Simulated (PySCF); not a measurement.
# Ionisation energy of Sr³²⁺ by level of theory

Sr³²⁺ [He] 2s2 2p2 (3P) → Sr³³⁺ [He] 2s2 2p1 (2P), as a difference of total energies. Calculation: PySCF 2.14, in an uncontracted even-tempered set (17 s from 11 bohr⁻², ratio 2.2; 10 p from 14 bohr⁻², ratio 2.2; 6 d from 55 bohr⁻², ratio 2.4; 5 f from 82 bohr⁻², ratio 2.4; 4 g from 120 bohr⁻², ratio 2.4); the non-relativistic Hamiltonian (point nucleus). Correlated levels: nothing frozen; virtual orbitals above 40 to 60 times the deepest correlated orbital energy dropped. The calculations carry no spin-orbit coupling.

| method | ionisation energy (eV) |
| --- | --- |
| UHF | 3989.8 |
| LDA | 3987.0 |
| PBE | 3988.9 |
| PBE0 | 3989.4 |
| r2SCAN | 3991.7 |
| B2PLYP | 3989.8 |
| BP86 | 3989.6 |
| MP2 (all electrons) | 3989.0 |
| SCS-MP2 (all electrons) | 3988.5 |

Spin-orbit coupling is strong in these open shells (close to jj coupling). The scalar numbers leave it out and a first-order estimate fails, so it can dominate the gap to the real levels.

The gap to the reference is mostly relativistic.

For comparison: 4053 ± 4 eV (semi-empirical (NIST evaluation); NIST Atomic Spectra Database, ionization energies).
